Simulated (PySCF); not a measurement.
Isomers of C2H6N2Si, one GFN2-xTB conformer each. Single-point energies are computed at PBE0/pcSseg-1 (PySCF, gas phase, no added dispersion term), electronic only.

| SMILES | GFN2-xTB relative energy (kcal/mol) |
| --- | --- |
| C#C[SiH](N)N | 19.7 |
| N#CC[SiH2]N | 0.0 |

Conformers: `[CH:1]#[C:2][SiH:3]([NH2:4])[NH2:5]` with C2–Si3–N4–H 68° and -69°, C2–Si3–N5–H -32° and -174°; `[N:1]#[C:2][CH2:3][SiH2:4][NH2:5]` with C2–C3–Si4–N5 -55°, C3–Si4–N5–H -175° and 44°.

Task: What does PBE0/pcSseg-1 give for the same structures?

Result: 
```tsv
SMILES	PBE0/pcSseg-1 E (Eh)	PBE0/pcSseg-1 (kcal/mol)	GFN2-xTB (kcal/mol)	point group
N#CC[SiH2]N	-478.45308	0.0	0.0	C1
C#C[SiH](N)N	-478.43722	10.0	19.7	–
```

Both levels put the same isomer lowest. As drawn, the lower has a C≡N group, which the higher lacks; the higher has a C≡C bond, which the lower lacks.

Task: Which frontier levels, dipoles and rotational constants go with these structures?

Result: 
```tsv
SMILES	HOMO (eV, PBE0/pcSseg-1)	LUMO (eV)	dipole (D)	A, B, C (MHz)
N#CC[SiH2]N	-7.75	0.32	3.50	7385, 2575, 2106
C#C[SiH](N)N	-7.30	0.29	1.88	6012, 2833, 2139
```
